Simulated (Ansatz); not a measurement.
Compare A (`B1CO[SiH2]1`) with its isomer B (`O=CB[SiH3]`).

Computed with Ansatz on PBE0-D4/def2-TZVP structures; ΔE is electronic, products minus reactants. CCSD(T)/CBS is the MP2 limit (def2-TZVPP, def2-QZVPP) plus CCSD(T) − MP2 in def2-TZVPP, frozen cores. Functionals use def2-TZVPP. One conformer a species, not always the lowest.

Question: Which is lower in electronic energy at CCSD(T)/CBS, and by how much? (Best estimate.)

Answer: Ansatz gave: A, by 19.2 kcal/mol.

Question: Give E(B) − E(A) in kcal/mol with LDA (SPW92), PBE-D4, CCSD(T)/def2-SVP, CCSD/def2-TZVPP, PBE0-D4, ωB97M-V, HF/def2-TZVPP. (Estimate.)

Answer: Ansatz gave: LDA (SPW92) 20.0, PBE-D4 14.0, CCSD(T)/def2-SVP 9.6, CCSD/def2-TZVPP 18.9, PBE0-D4 19.1, ωB97M-V 19.8, HF/def2-TZVPP 19.1. None reverses the order clearly.

Question: Does the order hold for the free energy at 298.15 K (harmonic terms from PBE0-D4)? (Best estimate.)

Answer: Computed: Yes: G(B) − G(A) = +14.7 kcal/mol, for one conformer each.

Largest T1 diagnostic: 0.021.

From PBE to PBE0 (25 % exact exchange), in def2-TZVPP and without D4, E(B) − E(A) moves by +5.2 kcal/mol. Leaving LDA and LC-ωPBE aside and taking each functional with its dispersion term where it has one, the values, not all of them listed here, spread over 10.4 kcal/mol, from BLYP-D4 to PBE-QIDH. LDA lies +6.2 kcal/mol from PBE without D4.
